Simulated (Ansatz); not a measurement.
Total energies of C2H5NZn.

```
atom    x (Å)    y (Å)    z (Å)
  C1  -0.6868  -0.7472   0.5893
  N2  -0.0631   0.3070  -0.1641
  C3   1.1719   0.2443  -0.3867
 Zn4  -1.2433   2.7811  -1.4112
  H5  -1.4806  -1.1940  -0.0148
  H6   0.0124  -1.5339   0.9054
  H7  -1.1664  -0.3172   1.4724
  H8   1.8052  -0.5804  -0.0329
  H9   1.6507   1.0402  -0.9574
```

The species carries charge 0 and has multiplicity 1. For Zn the d shell is correlated and the shells below it are frozen. Scalar relativity is left out up to krypton. The bonds changed during the relaxation, so this is another structure than the one it started from. All single points use the PBE0-D4/def2-TZVP geometry. Basis def2-TZVPP, Ansatz.

RPA on PBE orbitals: Hartree–Fock energy of these orbitals -1910.85646 Eh, correlation -1.51871 Eh (frozen core).

| functional | energy without D4 (Eh) | D4 term (kJ/mol) |
| --- | --- | --- |
| LDA (SPW92) | -1909.29143 | – |
| BHLYP | -1913.26376 | -19.2 |

Question: Give the same for PBE, revPBE, BLYP, r2SCAN, B97M-V, PBE0, B3LYP, r2SCANh, r2SCAN0, HSE06 (plane-wave form), CAM-B3LYP, LC-ωPBE, ωB97X-V, ωB97M-V, B2PLYP, PBE-QIDH. (An estimate is asked.)

Answer: Ansatz gave: 
```csv
functional,energy without D4 (Eh),D4 term (kJ/mol)
PBE,-1912.94694,-16.4
revPBE,-1913.23389,-53.0
BLYP,-1913.42926,-36.1
r2SCAN,-1913.28394,-4.3
B97M-V,-1913.02414,–
PBE0,-1912.97260,-14.1
B3LYP,-1913.45238,-26.2
r2SCANh,-1913.26125,-4.6
r2SCAN0,-1913.22890,-5.0
HSE06 (plane-wave form),-1912.96337,-13.1
CAM-B3LYP,-1913.42952,-14.3
LC-ωPBE,-1913.05176,–
ωB97X-V,-1913.16928,–
ωB97M-V,-1913.22404,–
B2PLYP,-1912.99176,–
PBE-QIDH,-1912.69859,–
```

B3LYP takes the VWN-RPA correlation (the form of Gaussian; ORCA's B3LYP/G). HSE06 is the plane-wave form, built on full-range PBE exchange. The double hybrids freeze the cores in their second-order part.

LC-ωPBE has ω = 0.4 bohr⁻¹.
